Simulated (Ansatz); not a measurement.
System: PbH₄ (charge 0, singlet). 
Coordinates optimised at B3LYP-D3(BJ)/def2-TZVP (Ansatz, a quantum-chemistry and plane-wave program):
```xyz
5

Pb     0.0000     0.0000     0.0000
H      1.0223     1.0297     0.9962
H      1.0100    -1.0286    -1.0098
H     -1.0236     1.0025    -1.0223
H     -1.0087    -1.0036     1.0359
```

Property: atomisation energy (electronic, to ground-state atoms), in eV. Cores are frozen in the correlated levels unless marked. Open shells are spin-unrestricted. No spin-orbit coupling. Frozen are the shells of the preceding noble gas and the d and f shells that filled before the atom's block. In def2 rows, elements after Kr have scalar-relativistic effective core potentials. The coupled-cluster limit lacks core correlation, which all-electron functionals hold. CBS(X,Y): correlation extrapolated as X^-3; Hartree-Fock from the larger set.

```json
[
 {"level": "HF/def2-QZVPP", "program": "Ansatz", "atomisation energy (eV)": "6.58"},
 {"level": "PBE-D4/def2-TZVPD", "program": "Ansatz + dftd4", "atomisation energy (eV)": "9.62"},
 {"level": "BLYP-D4/def2-TZVPD", "program": "Ansatz + dftd4", "atomisation energy (eV)": "9.75"},
 {"level": "r2SCAN-D3(BJ)/def2-TZVPD", "program": "Ansatz + dftd3", "atomisation energy (eV)": "9.72"},
 {"level": "r2SCAN-D4/def2-TZVPD", "program": "Ansatz + dftd4", "atomisation energy (eV)": "9.72"},
 {"level": "B3LYP-D4/def2-TZVPD", "program": "Ansatz + dftd4", "atomisation energy (eV)": "9.87"},
 {"level": "PBE0-D4/def2-TZVP", "program": "Ansatz + dftd4", "atomisation energy (eV)": "9.55"}
]
```

Task: Estimate the value at CCSD(T)/CBS(def2-TZVPPD,def2-QZVPPD) as computed with Ansatz.

Result: 9.73 eV, so PBE0-D4/def2-TZVP differs from it by -0.18 eV.
